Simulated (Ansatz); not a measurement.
The cluster Cr₂S₃, relaxed as a singlet with RKS PBE0-D4/def2-SVP in Ansatz, starting from the GFN2-xTB geometry. Force threshold 0.02 eV/Å.

The restricted singlet is unstable towards broken spin symmetry in Hartree–Fock (as tested in another run); at PBE0-D4/def2-SVP this wasn't settled. Another isomer (singlet) lies 1.07 eV lower at PBE0-D4/def2-TZVP; other spin states weren't run for this one.

Start:

```
atom   x (Å)   y (Å)   z (Å)
 Cr1   0.516  -1.690  -0.090
 Cr2  -0.157   0.599   0.179
  S3  -0.864   2.219  -0.854
  S4   2.006  -0.008   0.034
  S5  -1.501  -1.121   0.731
```

(1) Estimate the energy that the relaxation releases and the steps that it takes.

(2) Does the start keep its bonding and symmetry?

(3) Predict the relaxed structure.

Results:

(1) 0.32 eV, in 6 steps; 27 s on 4 threads of AMD EPYC 7R43 on a shared host. No frequencies were taken in this run, so the end may be a saddle point.

(2) By distances, no bond broke or formed. The bond that changes most is Cr1–S5, from 2.25 to 2.16 Å (atoms count from 1). Point group Cs at the start, Cs at the end, both within 0.05 Å.

(3) 
```xyz
5

Cr    0.492   -1.657   -0.155
Cr   -0.171    0.598    0.092
S    -0.855    2.188   -0.835
S     1.901   -0.049    0.126
S    -1.367   -1.080    0.772
```
Bond lengths (bridged metal pairs left out): 5 × Cr–S 1.96 to 2.17 Å.
